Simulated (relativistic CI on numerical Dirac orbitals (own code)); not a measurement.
## Nb⁺: 4p photoemission

Computed with this model: Dirac-Coulomb-Breit CI, separate exchange-only KLI orbitals for each configuration, QED by a radiative potential, valence Slater integrals scaled by 0.7, multiplet model of photoemission in the sudden approximation; configurations [Kr] 4d4 → [Ar] 3d10 4s2 4p5 4d4; 300 K; Lorentzian 1.2 eV and Gaussian 0.6 eV FWHM. Energies are those of the free ion, without screening or charge transfer. The energies are binding energies and can lie tens of eV above those of solids. S is read from ⟨S²⟩ = S(S + 1).

Field parameters in Wybourne normalisation: D4h B²₀ = −7Ds, B⁴₀ = 21(Dq − Dt), B⁴₄ = 21√(5/14) Dq; Oh B⁴₀ = 21Dq, B⁴₄ = √(5/14) B⁴₀; Td as Oh with Dq negative (B⁴₀ = 21Dq, B⁴₄ = √(5/14) B⁴₀). The field is a parameter set, without covalency.

free ion: ground-state S = 2.00, centroid 47.12 eV. Peaks (eV, height): 43.6 (90), 45.4 (100), 51.6 (24), 55.0 (42).

Oh, 10Dq = 22600 cm⁻¹: ground-state S = 1.00, centroid 47.34 eV. Peaks (eV, height): 45.0 (100), 54.4 (11).

D4h, 10Dq = 18550, Ds = -1160, Dt = 310 cm⁻¹: ground-state S = 1.00, centroid 47.35 eV. Peaks (eV, height): 45.2 (100), 53.8 (12).

Td, 10Dq = -8300 cm⁻¹: ground-state S = 0.15, centroid 47.41 eV. Peaks (eV, height): 45.4 (100), 54.2 (13).

Oh, 10Dq = 11700 cm⁻¹: ground-state S = 1.11, centroid 47.31 eV. Peaks (eV, height): 45.0 (100), 52.8 (16), 55.2 (13).

Strongest unbroadened transitions for Oh, 10Dq = 22600 cm⁻¹:

```
Energy (eV)  Relative strength
      44.68               38.5
      44.70              100.0
      44.80               51.9
      45.12               14.4
      45.15               17.7
      45.18               20.3
      45.29               10.7
      45.31                9.1
      45.47               22.3
      45.50                8.9
      45.56                8.6
      45.63               22.1
      46.09               10.5
      46.40               14.3
      46.64               11.6
      46.98                8.9
      48.17               13.8
      48.70               11.1
```
